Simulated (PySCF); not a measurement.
# Structure from NMR data

Molecular formula: C$_{5}$H$_{11}$FO$_{2}$Si$_{2}$. Simulated spectra:

$^{1}$H NMR (300 MHz, computed): δ 6.21 (m, 1H), 4.88 (t, 2H), 4.28 (m, 3H), 2.14 (s, 3H), 1.84 (m, 2H).

$^{13}$C{$^{1}$H} NMR (computed): δ 176.8 (C), 168.3 (C), 126.0 (CH), 23.9 (CH3), 16.2 (CH2).

PySCF 2.14 calculation with shielding tensors at PBE0/pcSseg-1 (GIAO) and structure optimised with GFN2-xTB; one computed conformer, in vacuum, rapidly exchanging positions averaged, non-relativistic Hamiltonian.

δ = σ(ref) − σ, references computed at the same level: $^{1}$H (σref 31.72), $^{13}$C (σref 186.93) vs TMS.

Problem. Propose a structure and justify it.

Solution. 
- The formula gives 2 degrees of unsaturation (no ring in the answer).
- 5 carbon signals for 5 carbons: no two carbons are equivalent.
- Carbon types of the structure: 2 × C, 1 × CH, 1 × CH2, 1 × CH3, leaving 5 H on heteroatoms.
- δC 176.8: carbonyl carbon.
- δC 168.3: fully substituted alkene carbon.
- δC 126.0: alkene CH; the olefinic region.
- δC 23.9: methyl carbon α to a carbonyl; the adjacent C=O deshields it moderately.
- δH 6.21: hydrogen on an alkene CH; a vinylic proton, deshielded by the sp2 carbon and the C=C anisotropy.
- δH 2.14: hydrogen on a methyl carbon α to a carbonyl; α to C=O.
- δH 1.84: hydrogen on an allylic sp3 CH2 bonded to Si; allylic position.

These data were computed for SMILES CC(=O)O[SiH2]C/C=C(/F)[SiH3].

The shifts were computed for this structure.

Splittings by $^{19}$F in the carbon and heteronuclear signals aren't shown, as no couplings were computed. Shifts are as computed. Against solution values, carbons near 30 ppm lie about +3 ppm off and those near 130 ppm about +5 ppm. Of 1309 compounds with measured shifts, 239 miss one by over three times the rms of a fit or turn the order of signals round; such compounds aren't used in these exercises. No couplings were computed; multiplicities are counted from neighbouring protons, with m where these are inequivalent, close in shift, in a saturated or five-membered ring or joined by F or P, and br s for small geminal =CH2 splittings.
